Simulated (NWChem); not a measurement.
C2H4GeO2; SMILES [OH][Ge@H]1[O]C=[CH]1

```xyz
9

O     -0.4065     1.7945    -0.7182
Ge     0.0815     0.4015     0.2837
C      0.9972    -1.1377    -0.4369
C     -0.1754    -1.8150    -0.2459
O     -1.1926    -1.0502     0.2296
H     -0.4675     1.5372    -1.6580
H      0.2083     0.9963     1.7011
H      1.9790    -1.4829    -0.7769
H     -0.4016    -2.8859    -0.4169
```
Atoms are numbered in this order, from 1.

Computed with NWChem. Pople sets run with spherical d functions. Coordinates come from a PBE-D3(BJ)/def2-SVP optimisation. B3LYP is NWChem's, with the RPA form of VWN correlation. Field at 589 nm.

Problem. What does the run give for B3LYP/6-31G*? Quantities: isotropic polarisability (bohr³); anisotropy (bohr³).

Solution. 
```json
{
  "isotropic polarisability (bohr³)": "49.3",
  "anisotropy (bohr³)": "21.8"
}
```
